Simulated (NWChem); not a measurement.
The numbers come from NWChem runs, not from measurements. System: HIn, charge 0, spin multiplicity 1, at a geometry optimised with PBE0/def2-SVP with def2 effective core potentials on In. The structure started from a generated list of species. Level: CCSD(T)/def2-TZVP with def2 effective core potentials on In, 4 core orbitals frozen.

Input file:

```
start mol
memory heap 100 mb stack 700 mb global 1900 mb
geometry units angstroms nocenter noautoz
  In     0.000000     0.000000     0.037260
  H      0.000000     0.000000    -1.825728
  symmetry group C2v
end
basis spherical
  * library def2-tzvp
end
ecp
  In library def2-ecp
end
scf
  rhf
  nopen 0
  maxiter 100
  thresh 1e-7
  semidirect memsize 60000000 filesize 0
end
ccsd
  freeze core 4
  maxiter 60
end
task ccsd(t) energy
```

Output (cleaned and shortened):

```
             Northwest Computational Chemistry Package (NWChem) 7.3.0
             --------------------------------------------------------

                                NWChem Input Module
                                -------------------

 Scaling coordinates for geometry "geometry" by  1.889725989
 (inverse scale =  0.529177249)

 Turning off AUTOSYM since
 SYMMETRY directive was detected!

                             Geometry "geometry" -> ""
                             -------------------------

 Output coordinates in angstroms (scale by  1.889725989 to convert to a.u.)

  No.       Tag          Charge          X              Y              Z
 ---- ---------------- ---------- -------------- -------------- --------------
    1 In                  49.0000     0.00000000     0.00000000     0.03726000
    2 H                    1.0000     0.00000000     0.00000000    -1.82572800

 Effective nuclear repulsion energy (a.u.)      13.9183318416

            Nuclear Dipole moment (a.u.)
            ----------------------------
        X                 Y               Z
 ---------------- ---------------- ----------------
     0.0000000000     0.0000000000     0.0000226767

      Symmetry information
      --------------------

 Group name             C2v
 Group number             16
 Group order               4
 No. of unique centers     2

      Symmetry unique atoms

     1    2


 Summary of "ao basis" -> "" (spherical)
 ------------------------------------------------------------------------------
       Tag                 Description            Shells   Functions and Types
 ---------------- ------------------------------  ------  ---------------------
 *                         def2-tzvp                  on all atoms

 Summary of "ao basis" -> "ao basis" (spherical)
 ------------------------------------------------------------------------------
       Tag                 Description            Shells   Functions and Types
 ---------------- ------------------------------  ------  ---------------------
 In                        def2-tzvp                16       50   6s5p3d2f
[...]
 ccsd(t): done       15 out of       45 progress:   33.3%
 ccsd(t): done       16 out of       45 progress:   35.6%
 ccsd(t): done       17 out of       45 progress:   37.8%
 ccsd(t): done       18 out of       45 progress:   40.0%
 ccsd(t): done       19 out of       45 progress:   42.2%
 ccsd(t): done       20 out of       45 progress:   44.4%
 ccsd(t): done       21 out of       45 progress:   46.7%
 ccsd(t): done       22 out of       45 progress:   48.9%
 ccsd(t): done       23 out of       45 progress:   51.1%
 ccsd(t): done       24 out of       45 progress:   53.3%
 ccsd(t): done       25 out of       45 progress:   55.6%
 ccsd(t): done       26 out of       45 progress:   57.8%
 ccsd(t): done       27 out of       45 progress:   60.0%
 ccsd(t): done       28 out of       45 progress:   62.2%
 ccsd(t): done       29 out of       45 progress:   64.4%
 ccsd(t): done       30 out of       45 progress:   66.7%
 ccsd(t): done       31 out of       45 progress:   68.9%
 ccsd(t): done       32 out of       45 progress:   71.1%
 ccsd(t): done       33 out of       45 progress:   73.3%
 ccsd(t): done       34 out of       45 progress:   75.6%
 ccsd(t): done       35 out of       45 progress:   77.8%
 ccsd(t): done       36 out of       45 progress:   80.0%
 ccsd(t): done       37 out of       45 progress:   82.2%
 ccsd(t): done       38 out of       45 progress:   84.4%
 ccsd(t): done       39 out of       45 progress:   86.7%
 ccsd(t): done       40 out of       45 progress:   88.9%
 ccsd(t): done       41 out of       45 progress:   91.1%
 ccsd(t): done       42 out of       45 progress:   93.3%
 ccsd(t): done       43 out of       45 progress:   95.6%
 ccsd(t): done       44 out of       45 progress:   97.8%
 ccsd(t): done       45 out of       45 progress:  100.0%
 Time for integral evaluation pass     1        0.63
 Time for triples evaluation pass      1        0.30

 pseudo-e(mp4)  -0.78866641010077E-02
 pseudo-e(mp5)   0.84622563953583E-03
        e(t)    -0.70404384614719E-02

 --------------
 CCSD(T) Energy
 --------------
 Reference energy:                    -189.777174993384222

 CCSD corr. energy:                     -0.273755915126778
 T(CCSD) corr. energy:                  -0.007886664101008
 Total CCSD+T(CCSD) energy:           -190.058817572612014

 CCSD corr. energy:                     -0.273755915126778
 (T) corr. energy:                      -0.007040438461472
 Total CCSD(T) energy:                -190.057971346972465

 routine      calls  cpu(0)   cpu-min  cpu-ave  cpu-max   i/o
 aoccsd          1     0.00     0.00     0.00     0.00    0.00
 iterdrv         1     0.00     0.00     0.00     0.00    0.00
 pampt          10     0.01     0.01     0.01     0.01    0.00
 t2pm           10     0.02     0.02     0.02     0.02    0.00
 sxy            10     0.03     0.03     0.03     0.03    0.00
 ints       441000     6.76     6.76     6.76     6.76    0.00
 t2eri        2100     0.48     0.48     0.48     0.48    0.00
 idx2         2100     0.05     0.05     0.05     0.05    0.00
 idx34          10     0.01     0.01     0.01     0.01    0.00
 ht2pm          10     0.02     0.02     0.02     0.02    0.00
 itm            10     0.09     0.09     0.09     0.09    0.00
 pdiis          10     0.00     0.00     0.00     0.00    0.00
 triples         1     0.00     0.00     0.00     0.00    0.00
 rdtrpo          1     0.00     0.00     0.00     0.00    0.00
 trpmos          1     0.63     0.63     0.63     0.63    0.00
 trpdrv          1     0.04     0.04     0.04     0.04    0.00
 dovvv       17640     0.12     0.12     0.12     0.12    0.00
 doooo       17640     0.03     0.03     0.03     0.03    0.00
 tengy       15435     0.09     0.09     0.09     0.09    0.00
 Total                 8.41     8.41     8.41     8.41    0.00

 Task  times  cpu:        9.2s     wall:        9.2s

 Total times  cpu:        9.2s     wall:        9.2s
```
